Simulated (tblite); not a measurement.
Species: C5H14BNSi2.
Numbering: `[CH3:1][B:2]([CH3:3])[NH:4][Si@H:5]1[CH:6]=[CH:7][CH2:8][SiH2:9]1` (hydrogens: H10, H11, H12 on C1; H13, H14, H15 on C3; H16 on N4; H17 on Si5; H18 on C6; H19 on C7; H20, H21 on C8; H22, H23 on Si9)

Computed with GFN2-xTB (tblite), gas phase: L-BFGS steps from a force-field or distance-geometry start until the largest atomic force falls under 0.01 eV/Å.

Geometry at step 34:
```
atom  x, y, z in Å
C1     -3.3786   -1.1828    0.0999
B2     -2.2728   -0.0599   -0.0794
C3     -2.6603    1.4745    0.0446
N4     -0.9469   -0.4562   -0.3149
Si5     0.5683    0.3830   -0.1275
C6      1.5363   -0.4133    1.2807
C7      2.8593   -0.4561    1.1589
C8      3.5594    0.1271   -0.0259
Si9     2.3736    0.0876   -1.5409
H10    -3.9826   -0.9752    0.9801
H11    -2.9642   -2.1835    0.2142
H12    -4.0588   -1.2032   -0.7503
H13    -3.7013    1.6374    0.3095
H14    -2.4621    2.0213   -0.8747
H15    -2.0710    1.9560    0.8186
H16    -0.8174   -1.4515   -0.3857
H17     0.2310    1.7852    0.1250
H18     1.0679   -0.8513    2.1471
H19     3.4901   -0.9102    1.9166
H20     4.5095   -0.3844   -0.1766
H21     3.7964    1.1748    0.1838
H22     2.7893    1.1175   -2.5026
H23     2.5303   -1.2099   -2.2174
```

Q: Give the atomic forces at this geometry.

A: 
```json
{"atom": "C1", "Fx (eV/Å)": "-0.016", "Fy (eV/Å)": "0.013", "Fz (eV/Å)": "-0.007"}
{"atom": "B2", "Fx (eV/Å)": "-0.003", "Fy (eV/Å)": "-0.007", "Fz (eV/Å)": "-0.055"}
{"atom": "C3", "Fx (eV/Å)": "0.025", "Fy (eV/Å)": "0.000", "Fz (eV/Å)": "0.055"}
{"atom": "N4", "Fx (eV/Å)": "-0.004", "Fy (eV/Å)": "0.195", "Fz (eV/Å)": "0.149"}
{"atom": "Si5", "Fx (eV/Å)": "0.068", "Fy (eV/Å)": "0.023", "Fz (eV/Å)": "-0.112"}
{"atom": "C6", "Fx (eV/Å)": "0.020", "Fy (eV/Å)": "0.015", "Fz (eV/Å)": "0.089"}
{"atom": "C7", "Fx (eV/Å)": "0.015", "Fy (eV/Å)": "0.047", "Fz (eV/Å)": "-0.033"}
{"atom": "C8", "Fx (eV/Å)": "-0.020", "Fy (eV/Å)": "-0.014", "Fz (eV/Å)": "-0.062"}
{"atom": "Si9", "Fx (eV/Å)": "0.007", "Fy (eV/Å)": "0.008", "Fz (eV/Å)": "-0.053"}
{"atom": "H10", "Fx (eV/Å)": "-0.081", "Fy (eV/Å)": "-0.037", "Fz (eV/Å)": "0.000"}
{"atom": "H11", "Fx (eV/Å)": "-0.028", "Fy (eV/Å)": "-0.002", "Fz (eV/Å)": "-0.038"}
{"atom": "H12", "Fx (eV/Å)": "-0.023", "Fy (eV/Å)": "-0.010", "Fz (eV/Å)": "0.022"}
{"atom": "H13", "Fx (eV/Å)": "-0.068", "Fy (eV/Å)": "-0.067", "Fz (eV/Å)": "-0.091"}
{"atom": "H14", "Fx (eV/Å)": "-0.002", "Fy (eV/Å)": "-0.035", "Fz (eV/Å)": "-0.028"}
{"atom": "H15", "Fx (eV/Å)": "0.092", "Fy (eV/Å)": "0.045", "Fz (eV/Å)": "0.060"}
{"atom": "H16", "Fx (eV/Å)": "0.001", "Fy (eV/Å)": "-0.232", "Fz (eV/Å)": "-0.076"}
{"atom": "H17", "Fx (eV/Å)": "0.005", "Fy (eV/Å)": "0.094", "Fz (eV/Å)": "0.070"}
{"atom": "H18", "Fx (eV/Å)": "-0.057", "Fy (eV/Å)": "0.022", "Fz (eV/Å)": "0.161"}
{"atom": "H19", "Fx (eV/Å)": "-0.035", "Fy (eV/Å)": "-0.023", "Fz (eV/Å)": "-0.013"}
{"atom": "H20", "Fx (eV/Å)": "0.033", "Fy (eV/Å)": "0.028", "Fz (eV/Å)": "-0.068"}
{"atom": "H21", "Fx (eV/Å)": "0.053", "Fy (eV/Å)": "-0.056", "Fz (eV/Å)": "0.017"}
{"atom": "H22", "Fx (eV/Å)": "-0.005", "Fy (eV/Å)": "-0.020", "Fz (eV/Å)": "0.031"}
{"atom": "H23", "Fx (eV/Å)": "0.023", "Fy (eV/Å)": "0.011", "Fz (eV/Å)": "-0.021"}
```

The largest, 0.25 eV/Å, acts on N4 (H16 within 3 % of it); the rms over all components is 0.062 eV/Å. The forces sum to zero within rounding, as they must for an isolated molecule in no field.

Q: Give the force on N4 in Eh/bohr and in nN.

A: 0.245 eV/Å ÷ 51.422 = 0.00477 Eh/bohr, and 0.245 eV/Å × 1.602 = 0.39 nN.

Q: How far is this geometry from the end of the optimisation?

A: 0.174 eV above it, and 1.018 Å rms away after alignment. The bonds farthest from their final lengths, with half the difference of the two atoms' forces along the bond (positive lengthens):

| bond | now (Å) | final (Å) | force along bond (eV/Å) |
| --- | --- | --- | --- |
| Si5–H17 | 1.464 | 1.477 | +0.06 |
| N4–Si5 | 1.742 | 1.748 | -0.02 |
| Si5–Si9 | 2.312 | 2.307 | -0.04 |
| N4–H16 | 1.006 | 1.010 | +0.22 |
| C6–H18 | 1.078 | 1.082 | +0.04 |
| C7–C8 | 1.495 | 1.498 | -0.01 |

The angle farthest from its final value is N4–Si5–Si9, 123.5° against 118.1°.

What follows is the cost of the whole relaxation. Time: 2.3 s of wall time. Hardware: one thread of an Arm Neoverse V2, shared host with 32 logical CPUs at a one-minute load of 26.
